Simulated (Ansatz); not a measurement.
`C[O][Y]([NH2])[O]C` + `[OH][Al]([Cl])[SiH2]Cl` → `C[O][Y]([Cl])[O]C` + `[NH2][Al]([OH])[SiH2]Cl`  (redistribution)

Isolated molecules relaxed with PBE0-D4/def2-TZVP in Ansatz; ΔE leaves out vibrations. CCSD(T)/CBS is the MP2 limit (def2-TZVPP, def2-QZVPP) plus CCSD(T) − MP2 in def2-TZVPP, frozen cores. DFT in def2-TZVPP. B3LYP here is the variant with VWN-RPA as its local correlation; programs differ in this. def2 core potentials past Kr. For Y outer-core shells are correlated without core-valence functions, which leaves a few kJ/mol of doubt a bond. One conformer a species, not always the lowest.

| level | ΔE (kJ/mol) | difference from CCSD(T)/CBS |
| --- | --- | --- |
| PBE-D4 | -65.5 | 7.5 |
| r2SCAN-D4 | -72.8 | 0.2 |
| PBE0-D4 | -71.2 | 1.8 |
| B3LYP-D4 | -72.5 | 0.5 |
| ωB97X-V | -74.0 | -1.0 |
| ωB97M-V | -72.5 | 0.5 |
| B2PLYP | -72.8 | 0.2 |
| PBE | -65.5 | 7.5 |
| r2SCAN | -72.7 | 0.3 |
| PBE0 | -71.2 | 1.8 |
| B3LYP | -72.5 | 0.5 |
| HF/def2-TZVPP | -86.2 | -13.2 |
| MP2/def2-TZVPP | -71.0 | 2.0 |
| SCS-MP2/def2-TZVPP | -71.9 | 1.1 |
| CCSD/def2-TZVPP | -73.0 | 0.0 |
| CCSD(T)/def2-TZVPP | -71.2 | 1.8 |
| HF/def2-QZVPP | -87.1 | -14.1 |
| MP2/def2-QZVPP | -72.3 | 0.7 |
| SCS-MP2/def2-QZVPP | -73.3 | -0.3 |
| HF/CBS(def2) | -87.2 | -14.2 |
| MP2/CBS(def2) | -72.8 | 0.2 |
| CCSD/CBS(def2) | -74.8 | -1.8 |
| CCSD(T)/CBS | -73.0 | 0 |

Largest T1 diagnostic among the species: 0.014.

In def2-TZVPP, CCSD(T) changes the Hartree–Fock value by +14.9 kJ/mol (the triples alone add +1.8 kJ/mol) and MP2 by +15.2 kJ/mol. From PBE to PBE0 (25 % exact exchange), in def2-TZVPP and without D4, ΔE moves by −5.6 kJ/mol.
